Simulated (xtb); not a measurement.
C4H6, singlet, from a rough starting geometry; GFN2-xTB run with xtb 6.7.1.

xtb was given this input:
```
$ xtb mol.xyz --gfn 2 --opt vtight --json

# file mol.xyz
10

C      0.03388184     1.11668513     0.29041102
C     -0.00832036    -1.10993150     0.33789799
C      0.75138690     0.02694548    -0.32349747
C     -0.79207300    -0.03097083    -0.35253352
H     -0.04010630     1.24212955     1.38494176
H      0.03413023     2.09027248    -0.24150393
H     -0.00912946    -1.22876377     1.44501699
H      0.00327364    -2.08743658    -0.20603718
H      1.41150652     0.03611709    -1.18217827
H     -1.42443738    -0.05562259    -1.18663557
```

The log (banner, timings and long lists left out):

```
   ID    Z sym.   atoms
    1    6 C      1-4
    2    1 H      5-10

           -------------------------------------------------
          |                Calculation Setup                |
           -------------------------------------------------

           -------------------------------------------------
          |                 G F N 2 - x T B                 |
           -------------------------------------------------

          ...................................................
          :                      SETUP                      :
          :.................................................:
          :  # basis functions                  22          :
          :  # atomic orbitals                  22          :
          :  # shells                           14          :
          :  # electrons                        22          :
          :  max. iterations                   250          :
          :  Hamiltonian                  GFN2-xTB          :
          :  restarted?                      false          :
          :  GBSA solvation                  false          :
          :  PC potential                    false          :
          :  electronic temp.          300.0000000     K    :
          :  accuracy                    1.0000000          :
          :  -> integral cutoff          0.2500000E+02      :
          :  -> integral neglect         0.1000000E-07      :
          :  -> SCF convergence          0.1000000E-05 Eh   :
          :  -> wf. convergence          0.1000000E-03 e    :
          :  Broyden damping             0.4000000          :
          :  net charge                          0          :
          :  unpaired electrons                  0          :
          ...................................................

 iter      E             dE          RMSdq      gap      omega  full diag
   1    -11.6857193 -0.116857E+02  0.267E+00    6.64       0.0  T
   2    -11.7034538 -0.177344E-01  0.146E+00    6.48       1.0  T
   3    -11.7036492 -0.195430E-03  0.791E-01    6.52       1.0  T
   4    -11.7039068 -0.257565E-03  0.286E-01    6.47       1.0  T
   5    -11.7045125 -0.605698E-03  0.639E-02    6.49       1.0  T
   6    -11.7045298 -0.173559E-04  0.339E-02    6.49       1.0  T
   7    -11.7045307 -0.872552E-06  0.326E-03    6.49       9.7  T
   8    -11.7045307 -0.199045E-07  0.116E-03    6.49      27.2  T
   9    -11.7045307 -0.534384E-08  0.278E-04    6.49     113.6  T
  10    -11.7045307 -0.397012E-09  0.975E-05    6.49     324.3  T

   *** convergence criteria satisfied after 10 iterations ***

         :::::::::::::::::::::::::::::::::::::::::::::::::::::
         ::                     SUMMARY                     ::
         :::::::::::::::::::::::::::::::::::::::::::::::::::::
         :: total energy             -11.528389263521 Eh    ::
         :: gradient norm              0.089540852713 Eh/a0 ::
         :: HOMO-LUMO gap              6.493139393761 eV    ::
         ::.................................................::
         :: SCC energy               -11.704529437907 Eh    ::
         :: -> isotropic ES            0.001316721157 Eh    ::
         :: -> anisotropic ES          0.002430404965 Eh    ::
         :: -> anisotropic XC          0.008632741451 Eh    ::
         :: -> dispersion             -0.004083687054 Eh    ::
         :: repulsion energy           0.176140174386 Eh    ::
         :: add. restraining           0.000000000000 Eh    ::
         :: total charge              -0.000000000000 e     ::
         :::::::::::::::::::::::::::::::::::::::::::::::::::::

      -----------------------------------------------------------
     |                   =====================                   |
     |                        A N C O P T                        |
     |                   =====================                   |
     |               Approximate Normal Coordinate               |
[...]
 * total energy  :   -11.5283893 Eh     change       -0.1097966E-10 Eh
 * total energy  :   -11.5351292 Eh     change       -0.6739946E-02 Eh
 * total energy  :   -11.5366584 Eh     change       -0.1529233E-02 Eh
 * total energy  :   -11.5369219 Eh     change       -0.2634946E-03 Eh
 * total energy  :   -11.5371078 Eh     change       -0.1858491E-03 Eh
 * total energy  :   -11.5371543 Eh     change       -0.4649609E-04 Eh
 * total energy  :   -11.5371657 Eh     change       -0.1142005E-04 Eh
 * total energy  :   -11.5371663 Eh     change       -0.5532529E-06 Eh
 * total energy  :   -11.5371663 Eh     change       -0.6893907E-07 Eh
   *** GEOMETRY OPTIMIZATION CONVERGED AFTER 9 ITERATIONS ***
         :: total energy             -11.537166324363 Eh    ::
[...]
         9        2.0000           -0.4323214             -11.7641
        10        2.0000           -0.4303670             -11.7109
        11        2.0000           -0.3794299             -10.3248 (HOMO)
        12                         -0.1105898              -3.0093 (LUMO)
        13                          0.0275092               0.7486
        14                          0.0820489               2.2327
        15                          0.1115776               3.0362
        16                          0.1373524               3.7375
        17                          0.1729144               4.7052
        18                          0.2378451               6.4721
        19                          0.2386301               6.4935
        20                          0.3293568               8.9623
        21                          0.4414553              12.0126
        22                          0.4678889              12.7319
      -------------------------------------------------------------
                  HL-Gap            0.2688401 Eh            7.3155 eV
             Fermi-level           -0.2450098 Eh           -6.6671 eV

     #   Z          covCN         q      C6AA      α(0)
     1   6 C        3.919    -0.055    21.499     6.590
     2   6 C        3.919    -0.055    21.499     6.590
     3   6 C        3.859    -0.033    21.130     6.537
     4   6 C        3.859    -0.033    21.130     6.537
     5   1 H        0.925     0.032     2.553     2.499
     6   1 H        0.925     0.026     2.638     2.540
     7   1 H        0.925     0.032     2.553     2.499
     8   1 H        0.925     0.026     2.638     2.540
     9   1 H        0.927     0.030     2.590     2.517
    10   1 H        0.927     0.030     2.590     2.517

 Mol. C6AA /au·bohr⁶  :        788.964464
 Mol. C8AA /au·bohr⁸  :      17621.496765
 Mol. α(0) /au        :         41.364760

Wiberg/Mayer (AO) data.
largest (>0.10) Wiberg bond orders for each atom

 ---------------------------------------------------------------------------
     #   Z sym  total        # sym  WBO       # sym  WBO       # sym  WBO
 ---------------------------------------------------------------------------
     1   6 C    3.955 --     4 C    0.982     3 C    0.982     6 H    0.981
                             5 H    0.974
     2   6 C    3.955 --     3 C    0.982     4 C    0.982     8 H    0.981
                             7 H    0.974
     3   6 C    3.881 --     2 C    0.982     1 C    0.982     9 H    0.972
                             4 C    0.920
     4   6 C    3.881 --     1 C    0.982     2 C    0.982    10 H    0.972
                             3 C    0.920
     5   1 H    0.999 --     1 C    0.974
     6   1 H    0.999 --     1 C    0.981
     7   1 H    0.999 --     2 C    0.974
     8   1 H    0.999 --     2 C    0.981
     9   1 H    0.999 --     3 C    0.972
    10   1 H    0.999 --     4 C    0.972
 ---------------------------------------------------------------------------

Topologies differ in total number of bonds
Writing topology from bond orders to xtbtopo.mol

molecular dipole:
                 x           y           z       tot (Debye)
 q only:       -0.000       0.000       0.009
   full:        0.001      -0.002      -0.193       0.490
molecular quadrupole (traceless):
                xx          xy          yy          xz          yz          zz
 q only:       -0.305      -0.002       0.148      -0.003       0.000       0.157
  q+dip:       -1.368      -0.005      -0.257      -0.014       0.021       1.625
   full:       -1.280      -0.007       0.135      -0.011       0.011       1.145

optimized geometry written to: xtbopt.xyz

           -------------------------------------------------
          | TOTAL ENERGY              -11.537166324363 Eh   |
          | GRADIENT NORM               0.000091384202 Eh/α |
          | HOMO-LUMO GAP               7.315510792189 eV   |
           -------------------------------------------------
```
